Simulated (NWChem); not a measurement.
System: SiH$_{2}$Cl$_{2}$; SMILES Cl[SiH2]Cl

All runs: NWChem. Pople sets run with spherical d functions. Each level has its own optimisation. Computed dipoles belong to the equilibrium geometry; the measured one is vibrationally averaged.

Measured dipole moment: 1.13 D (NIST CCCBDB, as tabulated in the package chemicals).

Problem. Which of these levels lies farthest from the measured value, and how do the others fare: Hartree-Fock/6-31G*; LDA (Slater exchange, VWN5)/def2-SVP; Hartree-Fock/3-21G; Hartree-Fock/STO-3G; PBE0/def2-SVP; BLYP/def2-SVP; B3LYP/6-31G*; PBE/def2-SVP?

Solution. Hartree-Fock/3-21G.
| level | dipole moment (D) | computed − measured |
|---|---|---|
| Hartree-Fock/STO-3G | 3.15 | +2.02 |
| Hartree-Fock/3-21G | 3.44 | +2.31 |
| Hartree-Fock/6-31G* | 1.95 | +0.82 |
| B3LYP/6-31G* | 1.66 | +0.53 |
| LDA (Slater exchange, VWN5)/def2-SVP | 1.12 | -0.01 |
| PBE/def2-SVP | 1.20 | +0.07 |
| BLYP/def2-SVP | 1.17 | +0.04 |
| PBE0/def2-SVP | 1.34 | +0.21 |
